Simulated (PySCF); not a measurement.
H3ClO2Si (SMILES O[SiH](O)Cl), singlet, geometry from GFN2-xTB; PBE/6-31G, polarisability in PySCF.

The PySCF input:
```python
from pyscf import gto, scf, dft
from pyscf.prop import polarizability

mol = gto.Mole()
mol.atom = '''
    Si    0.15354482   -0.23669595    0.47630690
    O    -0.81831578   -1.51599129    0.38426487
    O    -0.62387629    0.90987886    1.32255505
    Cl    0.59431231    0.50202453   -1.35720204
    H     1.34753743   -0.73839053    1.11657277
    H    -1.76062387   -1.43836013    0.25256077
    H    -0.30231387    1.80497631    1.38044528
'''
mol.basis = '6-31g'
mol.verbose = 3
mol.build()

mf = dft.RKS(mol)
mf.xc = 'pbe'
mf.kernel()
alpha = mf.Polarizability().polarizability()[2, 2]
print('alpha_zz =', alpha)
```

### Question
What does PySCF print? Leave out banner, timings and long lists.

### Answer

```
site-packages/pyscf/prop/efg/rhf.py:45: UserWarning: Module EFG is under testing
  warnings.warn('Module EFG is under testing')
site-packages/pyscf/prop/efg/dhf.py:30: UserWarning: Module EFG is under testing
  warnings.warn('Module EFG is under testing')
site-packages/pyscf/prop/zfs/uhf.py:40: UserWarning: Module ZFS is under testing
  warnings.warn('Module ZFS is under testing')
site-packages/pyscf/prop/gtensor/uhf.py:43: UserWarning: Module g-tensor is under testing
  warnings.warn('Module g-tensor is under testing')
site-packages/pyscf/prop/gtensor/uks.py:41: UserWarning: Module g-tensor is under testing
  warnings.warn('Module g-tensor is under testing')
site-packages/pyscf/prop/hfc/uks.py:35: UserWarning: Module HFC is under testing
  warnings.warn('Module HFC is under testing')
site-packages/pyscf/prop/magnetizability/rhf.py:39: UserWarning: Module magnetizability is under testing
  warnings.warn('Module magnetizability is under testing')
site-packages/pyscf/prop/magnetizability/uhf.py:37: UserWarning: Module magnetizability is under testing
  warnings.warn('Module magnetizability is under testing')
site-packages/pyscf/prop/magnetizability/rks.py:37: UserWarning: Module magnetizability is under testing
  warnings.warn('Module magnetizability is under testing')
site-packages/pyscf/prop/magnetizability/uks.py:39: UserWarning: Module magnetizability is under testing
  warnings.warn('Module magnetizability is under testing')
site-packages/pyscf/prop/polarizability/uhf.py:34: UserWarning: Module polarizability is under testing
  warnings.warn('Module polarizability is under testing')
site-packages/pyscf/prop/polarizability/rks.py:29: UserWarning: Module polarizability is under testing
  warnings.warn('Module polarizability is under testing')
site-packages/pyscf/prop/polarizability/uks.py:29: UserWarning: Module polarizability is under testing
  warnings.warn('Module polarizability is under testing')
converged SCF energy = -901.393303314003
alpha_zz = 37.54475816661552
```
